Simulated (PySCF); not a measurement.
Task: What does the PBE0-D3(BJ)/def2-SVP structure of `CC(=O)c1cpc(C)pc1` look like in three dimensions?

Result: 
```
atom  x, y, z in Å
C1    -3.202    0.674   -0.503
C2    -2.324   -0.534   -0.300
O3    -2.793   -1.648   -0.285
C4    -0.833   -0.333   -0.108
C5    -0.080   -1.501    0.043
P6     1.621   -1.687    0.278
C7     2.248   -0.056    0.279
C8     3.745    0.076    0.424
P9     1.365    1.437    0.128
C10   -0.287    0.951   -0.077
H11   -2.855    1.287   -1.348
H12   -3.194    1.314    0.394
H13   -4.226    0.332   -0.691
H14   -0.665   -2.428    0.012
H15    4.028    1.017    0.920
H16    4.230    0.072   -0.567
H17    4.174   -0.761    0.997
H18   -0.974    1.796   -0.190
```

Any rigid rotation of these coordinates is as good. Atoms count from 1 in this order. Of the pairs four or more bonds apart, O3···H14 is among the closest relative to their van der Waals radii: 2.29 Å, 84 % of the sum of Bondi's values. The C–C distances run from 1.396 Å (C4–C10, aromatic) to 1.517 Å (C2–C4, drawn single), a spread of 0.121 Å. The 6-membered ring C4–C5–P6–C7–P9–C10 has internal angles of 104.6° to 129.4°; it is planar, 0.01 Å rms from its mean plane, widest ring torsion 2°.

Bonds between heavy atoms (Å): C1–C2 1.507, C2=O3 1.209, C2–C4 1.517, C4–C5 1.397, C5–P6 1.727, P6–C7 1.747, C7–C8 1.511, C7–P9 1.741, P9–C10 1.735, C4–C10 1.396.

Method used: PBE0-D3(BJ)/def2-SVP geometry optimisation, gas phase (PySCF 2.14.0).

PBE0-D3(BJ)/def2-SVP frequencies: not computed here. The numbers are those of one conformer (C1–C2–C4–C5 -179°).
